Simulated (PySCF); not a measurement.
HCl3OZr, charge -1, doublet, at the geometry of the source list (the multiplicity is a formal guess) (core potentials on Zr), with bond 2-1 at 1.3 times its length; PySCF with DF-HF/def2-SV(P).

PySCF was given this input:
```python
from pyscf import gto, scf

mol = gto.M(
    atom='''
Zr    0.257200   -0.080600   -0.012700
Cl    2.676370    1.282060   -0.987570
Cl    0.947900   -0.886800    1.988100
Cl    0.233500   -1.956500   -1.279100
O    -1.323900    0.824000    0.013400
H    -2.232800    1.132300    0.052700
''',
    basis='def2-sv(p)',
    ecp={'Zr': 'def2-sv(p)'},
    charge=-1,
    spin=1,
    verbose=4,
)

mf = scf.UHF(mol)
mf.DIIS = scf.ADIIS
mf = mf.density_fit(auxbasis='def2-universal-jkfit')
mf.kernel()
mf.analyze()
```

It wrote (shortened):

```
PySCF version 2.14.0

[INPUT] verbose = 4
[INPUT] num. atoms = 6
[INPUT] num. electrons = 73
[INPUT] charge = -1
[INPUT] spin (= nelec alpha-beta = 2S) = 1
[INPUT] symmetry False subgroup None
[INPUT] Mole.unit = angstrom
[INPUT] Symbol           X                Y                Z      unit          X                Y                Z       unit  Magmom
[...]
nuclear repulsion = 350.508722592686
number of shells = 42
number of NR pGTOs = 186
number of NR cGTOs = 94
basis = def2-sv(p)
ecp = {'Zr': 'def2-sv(p)'}

******** <class 'pyscf.df.df_jk.DFUHF'> ********
method = DFUHF
initial guess = minao
damping factor = 0
level_shift factor = 0
DIIS = <class 'pyscf.scf.diis.ADIIS'>
diis_start_cycle = 1
diis_space = 8
diis_damp = 0
SCF conv_tol = 1e-09
SCF conv_tol_grad = None
SCF max_cycles = 50
direct_scf = False
number electrons alpha = 37  beta = 36
Set gradient conv threshold to 3.16228e-05
******** <class 'pyscf.df.df.DF'> ********
auxbasis = def2-universal-jkfit
init E= -1493.78488849062

cycle= 1 E= -1500.08981783807  delta_E= -6.3  |g|= 0.583  |ddm|= 2.86
cycle= 2 E= -1500.20755904337  delta_E= -0.118  |g|= 0.254  |ddm|= 0.941
cycle= 3 E= -1500.22734287414  delta_E= -0.0198  |g|= 0.157  |ddm|= 0.418
cycle= 4 E= -1500.23506743865  delta_E= -0.00772  |g|= 0.0854  |ddm|= 0.191
cycle= 5 E= -1500.23722601594  delta_E= -0.00216  |g|= 0.0547  |ddm|= 0.113
cycle= 6 E= -1500.23825116017  delta_E= -0.00103  |g|= 0.0291  |ddm|= 0.0653
cycle= 7 E= -1500.23856944184  delta_E= -0.000318  |g|= 0.0217  |ddm|= 0.045
cycle= 8 E= -1500.23876504052  delta_E= -0.000196  |g|= 0.0163  |ddm|= 0.0347
cycle= 9 E= -1500.23889554189  delta_E= -0.000131  |g|= 0.0123  |ddm|= 0.0264
cycle= 10 E= -1500.23898779651  delta_E= -9.23e-05  |g|= 0.0094  |ddm|= 0.0218
cycle= 11 E= -1500.23905670411  delta_E= -6.89e-05  |g|= 0.00723  |ddm|= 0.0177
cycle= 12 E= -1500.239110102  delta_E= -5.34e-05  |g|= 0.00568  |ddm|= 0.0153
cycle= 13 E= -1500.23915275166  delta_E= -4.26e-05  |g|= 0.00451  |ddm|= 0.0132
cycle= 14 E= -1500.23918747807  delta_E= -3.47e-05  |g|= 0.00369  |ddm|= 0.0117
cycle= 15 E= -1500.23921617488  delta_E= -2.87e-05  |g|= 0.00306  |ddm|= 0.0104
cycle= 16 E= -1500.2392401098  delta_E= -2.39e-05  |g|= 0.00262  |ddm|= 0.00945
cycle= 17 E= -1500.23926021573  delta_E= -2.01e-05  |g|= 0.00227  |ddm|= 0.00854
cycle= 18 E= -1500.23927718196  delta_E= -1.7e-05  |g|= 0.00201  |ddm|= 0.00781
cycle= 19 E= -1500.23929155088  delta_E= -1.44e-05  |g|= 0.0018  |ddm|= 0.00714
cycle= 20 E= -1500.23930374986  delta_E= -1.22e-05  |g|= 0.00163  |ddm|= 0.00656
cycle= 21 E= -1500.23931412833  delta_E= -1.04e-05  |g|= 0.00148  |ddm|= 0.00602
cycle= 22 E= -1500.23932297171  delta_E= -8.84e-06  |g|= 0.00136  |ddm|= 0.00554
cycle= 23 E= -1500.23933051799  delta_E= -7.55e-06  |g|= 0.00125  |ddm|= 0.0051
cycle= 24 E= -1500.23933696528  delta_E= -6.45e-06  |g|= 0.00115  |ddm|= 0.00471
cycle= 25 E= -1500.23934248037  delta_E= -5.52e-06  |g|= 0.00106  |ddm|= 0.00435
cycle= 26 E= -1500.23934720351  delta_E= -4.72e-06  |g|= 0.000983  |ddm|= 0.00401
cycle= 27 E= -1500.23935125333  delta_E= -4.05e-06  |g|= 0.000909  |ddm|= 0.00371
cycle= 28 E= -1500.23935473015  delta_E= -3.48e-06  |g|= 0.000842  |ddm|= 0.00343
cycle= 29 E= -1500.23935771907  delta_E= -2.99e-06  |g|= 0.000781  |ddm|= 0.00318
cycle= 30 E= -1500.23936029226  delta_E= -2.57e-06  |g|= 0.000725  |ddm|= 0.00294
cycle= 31 E= -1500.23936251107  delta_E= -2.22e-06  |g|= 0.000673  |ddm|= 0.00273
cycle= 32 E= -1500.23936442761  delta_E= -1.92e-06  |g|= 0.000626  |ddm|= 0.00253
cycle= 33 E= -1500.23936608623  delta_E= -1.66e-06  |g|= 0.000582  |ddm|= 0.00235
cycle= 34 E= -1500.23936752464  delta_E= -1.44e-06  |g|= 0.000543  |ddm|= 0.00219
cycle= 35 E= -1500.23936877497  delta_E= -1.25e-06  |g|= 0.000506  |ddm|= 0.00203
cycle= 36 E= -1500.23936986458  delta_E= -1.09e-06  |g|= 0.000473  |ddm|= 0.0019
cycle= 37 E= -1500.23937081678  delta_E= -9.52e-07  |g|= 0.000442  |ddm|= 0.00177
[...]
SCF not converged.
Total Energy =                       -1500.239376762110396
[...]
Nuclear Repulsion Energy =             350.508722592686183
One-electron Energy =                -2802.467121382431287
Two-electron Energy =                  951.719022027634651
Two-electron Coulomb Energy =         1048.909281472341945
DFT Exchange-Correlation Energy =      -97.190259444707294
**** MO energy ****
                             alpha | beta                alpha | beta
[...]
spin_pop of  0 Zr 4s        0.00060
spin_pop of  0 Zr 5s        0.03330
spin_pop of  0 Zr 6s        0.00101
spin_pop of  0 Zr 7s       -0.00067
spin_pop of  0 Zr 8s        0.00065
spin_pop of  0 Zr 4px       0.00021
spin_pop of  0 Zr 4py      -0.00040
spin_pop of  0 Zr 4pz      -0.00664
spin_pop of  0 Zr 5px       0.00029
spin_pop of  0 Zr 5py       0.00119
spin_pop of  0 Zr 5pz       0.00600
spin_pop of  0 Zr 6px      -0.00009
spin_pop of  0 Zr 6py       0.00172
spin_pop of  0 Zr 6pz       0.00226
spin_pop of  0 Zr 4dxy      0.26683
spin_pop of  0 Zr 4dyz      0.22259
spin_pop of  0 Zr 4dz^2     0.05575
spin_pop of  0 Zr 4dxz      0.12686
spin_pop of  0 Zr 4dx2-y2    0.15159
spin_pop of  0 Zr 5dxy      0.04640
spin_pop of  0 Zr 5dyz      0.03264
spin_pop of  0 Zr 5dz^2     0.01124
spin_pop of  0 Zr 5dxz      0.02457
spin_pop of  0 Zr 5dx2-y2    0.00016
spin_pop of  1 Cl 1s        0.00000
spin_pop of  1 Cl 2s       -0.00000
spin_pop of  1 Cl 3s        0.00166
spin_pop of  1 Cl 4s       -0.00005
spin_pop of  1 Cl 2px       0.00000
spin_pop of  1 Cl 2py      -0.00000
spin_pop of  1 Cl 2pz      -0.00000
spin_pop of  1 Cl 3px       0.01389
spin_pop of  1 Cl 3py      -0.00025
spin_pop of  1 Cl 3pz       0.00148
spin_pop of  1 Cl 4px      -0.00001
spin_pop of  1 Cl 4py       0.00056
spin_pop of  1 Cl 4pz       0.00022
spin_pop of  1 Cl 3dxy      0.00005
spin_pop of  1 Cl 3dyz      0.00001
spin_pop of  1 Cl 3dz^2     0.00011
spin_pop of  1 Cl 3dxz      0.00001
spin_pop of  1 Cl 3dx2-y2    0.00025
spin_pop of  2 Cl 1s        0.00000
spin_pop of  2 Cl 2s       -0.00000
spin_pop of  2 Cl 3s       -0.00011
spin_pop of  2 Cl 4s        0.00026
spin_pop of  2 Cl 2px      -0.00000
spin_pop of  2 Cl 2py       0.00000
spin_pop of  2 Cl 2pz      -0.00000
spin_pop of  2 Cl 3px      -0.00124
spin_pop of  2 Cl 3py       0.00547
spin_pop of  2 Cl 3pz      -0.00630
spin_pop of  2 Cl 4px       0.00029
spin_pop of  2 Cl 4py       0.00391
spin_pop of  2 Cl 4pz       0.00081
spin_pop of  2 Cl 3dxy      0.00031
spin_pop of  2 Cl 3dyz      0.00146
spin_pop of  2 Cl 3dz^2     0.00029
spin_pop of  2 Cl 3dxz      0.00050
spin_pop of  2 Cl 3dx2-y2    0.00053
spin_pop of  3 Cl 1s       -0.00000
spin_pop of  3 Cl 2s       -0.00000
spin_pop of  3 Cl 3s        0.00029
spin_pop of  3 Cl 4s        0.00056
spin_pop of  3 Cl 2px       0.00000
spin_pop of  3 Cl 2py      -0.00000
spin_pop of  3 Cl 2pz      -0.00000
spin_pop of  3 Cl 3px       0.00151
spin_pop of  3 Cl 3py      -0.00092
spin_pop of  3 Cl 3pz       0.00100
spin_pop of  3 Cl 4px       0.00064
spin_pop of  3 Cl 4py       0.00081
spin_pop of  3 Cl 4pz       0.00293
spin_pop of  3 Cl 3dxy     -0.00002
spin_pop of  3 Cl 3dyz      0.00032
spin_pop of  3 Cl 3dz^2     0.00200
spin_pop of  3 Cl 3dxz      0.00006
spin_pop of  3 Cl 3dx2-y2    0.00045
spin_pop of  4 O 1s        0.00000
spin_pop of  4 O 2s       -0.00169
spin_pop of  4 O 3s        0.00055
spin_pop of  4 O 2px      -0.00253
spin_pop of  4 O 2py      -0.00688
spin_pop of  4 O 2pz      -0.00432
spin_pop of  4 O 3px       0.00074
spin_pop of  4 O 3py       0.00122
spin_pop of  4 O 3pz       0.00055
spin_pop of  4 O 3dxy      0.00011
spin_pop of  4 O 3dyz      0.00009
spin_pop of  4 O 3dz^2     0.00003
spin_pop of  4 O 3dxz      0.00004
spin_pop of  4 O 3dx2-y2    0.00001
spin_pop of  5 H 1s        0.00012
spin_pop of  5 H 2s        0.00013
In total            37.00000 | 36.00000

WARN: System has nonzero charge -1; the dipole moment is origin-dependent.
Location of origin: [0. 0. 0.]

Dipole moment(X, Y, Z, Debye): -9.52731,  1.46645,  1.46898
```

The run did not converge; its last values are not results.
